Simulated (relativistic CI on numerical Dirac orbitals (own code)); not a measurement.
Method of calculation: Dirac-Coulomb-Breit CI, separate exchange-only KLI orbitals for each configuration, a model potential for QED, unscaled Slater integrals (own radial code, finite nucleus).

The strongest absorption lines from the ground level of an ion, among the configurations computed and to levels below about 3220 eV (vacuum wavelength in Å, gf): 5.1679 (0.7), 5.6339 (1.7), 5.6892 (0.068), 5.7725 (0.12), 6.4120 (0.29), 26.461 (0.78), 40.600 (0.47), 57.004 (0.0048).

**Question.** Which ion is it?
A. Re LVIII
B. Ho L
C. Ho LII
D. Pr XLII

**Answer.** B. Ho L has 18 electrons and the ground level 3s2 3p6 1S_0; the strongest line goes to 3s2 3p5 4d 1P°_1. The pattern of lines fixes the number of electrons, and along that sequence the line energies rise steadily with the charge (about as its square where n changes within one kind of shell, about linearly where n is kept but much faster in heavy ions where fine structure, which grows about as Z⁴, sets the gap, and irregularly where shells cross), which fixes Z. Configurations outside the model, such as inner-shell arrays, can give stronger lines. At this charge energies of transitions that change n are usually good to better than 1 %, and those within a shell (Δn = 0) to a few per cent.

LS names give the leading component of a level, which can be under half, so a name can repeat, a term be missing and a line seem to break the LS rules.
